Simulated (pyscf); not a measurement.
PySCF, gas phase, ωB97X-D3(BJ)/def2-SVP geometries. Correlated levels are frozen-core, on RHF or UHF. ΔMP2 is the change of the MP2 total energy from the triple- to the quadruple-zeta basis.

Estimate the classical barrier height and the reaction energy of HO–SiH₂–SiH₂–OH -> HO–SiH: [singlet] + silanol (HO–SiH₃) at CCSD(T)/def2-TZVPP + ΔMP2(QZVPP). The step runs on the singlet surface, breaks Si–Si, H–Si and forms H–Si; take the reactant's lowest minimum found as zero.

ΔE‡ = 165.2 kJ/mol, ΔE = +166.2 kJ/mol. Zero-point energy shifts the barrier by -5.2 kJ/mol. It is a 1,1-elimination, with an imaginary mode of 377i cm⁻¹. On the product side the descent ends in a bound adduct, 34.8 kJ/mol under the separated species and 12.2 kJ/mol under the saddle at ωB97X-D3(BJ)/def2-TZVP. At CCSD(T) the saddle lies under the separated products, which points to a path from their complex (located at ωB97X-D3(BJ) alone), and parting the products costs more than the saddle. HO–SiH₂–SiH₂–OH lies 148.1 kJ/mol over its isomer HO–SiH₂–O–SiH₃ (electronic energy, ωB97M-D3(BJ)/def2-TZVP). One saddle was located; it need not be the lowest between these sides. The CCSD(T) − MP2 part came from Ansatz, without density fitting, on the same reference.
